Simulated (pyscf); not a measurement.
# F–CH₂–C•(F)–F, doublet

Gas-phase minimum from PySCF at ωB97X-D3(BJ)/def2-SVP, one conformer. F–CH₂–C•(F)–F lies 14.8 kcal/mol over its isomer •H₂C–C(F)(F)–F, and others may lie lower still (electronic energy, ωB97M-D3(BJ)). 

```xyz
7

F      0.1818    -0.4668    -2.0071
C     -0.3345    -0.0228    -0.8207
C     -0.5092     1.4683    -0.8551
F      0.6101     2.1706    -0.9595
F     -1.2717     1.9352     0.1291
H      0.3601    -0.2954    -0.0016
H     -1.3150    -0.4880    -0.6303
```
Charge 0, spin multiplicity 2.

Bonded distances (Å): F1–C2 1.368, C2–C3 1.502, C2–H6 1.108, C2–H7 1.102, C3–F4 1.325, C3–F5 1.330. Bond angles (°): F1–C2–C3 110.3, F1–C2–H6 108.9, F1–C2–H7 110.4, C3–C2–H6 109.5, C3–C2–H7 108.6, H6–C2–H7 109.0, C2–C3–F4 115.4, C2–C3–F5 113.5, F4–C3–F5 110.9.

Properties at ωB97X-D3(BJ)/def2-SVP:

| Item | Value |
|---|---|
| Harmonic wavenumbers, unscaled | 86, 242, 439, 443, 595, 919, 1047, 1156, 1252, 1291, 1350, 1462, 1483, 3047, 3147 cm⁻¹ |
| Zero-point energy | 25.7 kcal/mol |
| Rotational symmetry number | 1 |
| Entropy of this conformer at 298 K and 1 atm, rigid rotor and harmonic oscillator, modes under 100 cm⁻¹ raised to 100 | 309.1 J/(mol K) |
| Dipole moment | 1.65 D |
| Spin expectation value S2 | 0.752 |

Single-point totals, which compare only within one level:

| level | total energy (hartree) |
|---|---|
| ωB97X-D3(BJ)/def2-TZVP | -377.08338 |
| PBE/def2-TZVP | -376.65506 |
| r²SCAN/def2-TZVP | -376.86935 |
| B3LYP-D3(BJ)/def2-TZVP | -377.04085 |
| PBE0-D3(BJ)/def2-TZVP | -376.66135 |
| M06-2X/def2-TZVP | -376.89463 |
| ωB97M-D3(BJ)/def2-TZVP | -377.10035 |

Soft torsions are taken as harmonic, which can shift the entropy by several J/(mol K).
